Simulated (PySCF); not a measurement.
A species of formula C8H8 has this rotational fingerprint, computed with PySCF 2.14.0, PBE0-D3(BJ)/def2-SVP geometry optimisation, gas phase:

```
Rotational constants : A = 2819, B = 1353, C = 967.1 MHz
Dipole components    : |μa| = 1.12 D, |μb| = 0.21 D, |μc| = 0.10 D
Inertial defect      : -30.28 u·Å²
κ                    : -0.58
```

Question: Which structure is it? (One computed conformer of each.)
A. `[CH:1]#[C:2][C:3]([C:4]#[CH:5])=[CH:6][CH2:7][CH3:8]` with C3–C6–C7–C8 117°
B. `C=CC#CC=C1CC1`
C. `[CH:1]#[C:2][C:3]#[C:4][CH2:5][CH2:6][CH:7]=[CH2:8]` with C4–C5–C6–C7 179°, C5–C6–C7–C8 119°
D. `[CH:1]#[C:2][C:3]1([C:4]#[CH:5])[CH2:6][CH2:7][CH2:8]1` with C2–C3–C6–C7 137°, C3–C6–C7–C8 -19°, C6–C7–C8–C3 19°, C2–C3–C8–C7 -137°
E. 1-cyclopropylpenta-1,3-diyne (`C1C(C1)C#CC#CC`)
F. bicyclo[2.2.2]octa-2,5,7-triene (`C1=CC2C=CC1C=C2`)

Answer: A. It is C#CC(C#C)=CCC, an asymmetric top, point group C1. The candidates at the same level (rigid rotor, commonest isotopes):

```
         SMILES  A (MHz)  B (MHz)  C (MHz)  μa (D)  μb (D)  μc (D)  Δ (u·Å²)  point group                        rotor
  C#CC(C#C)=CCC     2819     1353    967.1    1.12    0.21    0.10    -30.28           C1               asymmetric top
   CC#CC#CC1CC1    12570    615.7    613.8    0.19    0.03    0.27    -37.61      near Cs                            –
C1=CC2C=CC1C=C2     2888     2820     2819    0.00    0.00    0.00   -174.96          D3h        prolate symmetric top
    C#CC#CCCC=C    12907    599.5    587.3    1.08    0.19    0.08    -21.65           C1  near-prolate asymmetric top
  C=CC#CC=C1CC1     6589    793.8    715.4    0.74    0.47    0.00     -6.84      near Cs  near-prolate asymmetric top
 C#CC1(C#C)CCC1     2515     2093     1390    0.68    0.64    0.00    -78.87           Cs               asymmetric top
```

`CC#CC#CC1CC1` has A 346 % too high; `C1=CC2C=CC1C=C2` has C 192 % too high; `C=CC#CC=C1CC1` has A 134 % too high; `C#CC#CCCC=C` has A 358 % too high; `C#CC1(C#C)CCC1` has B 55 % too high. No structure here is proved a minimum.
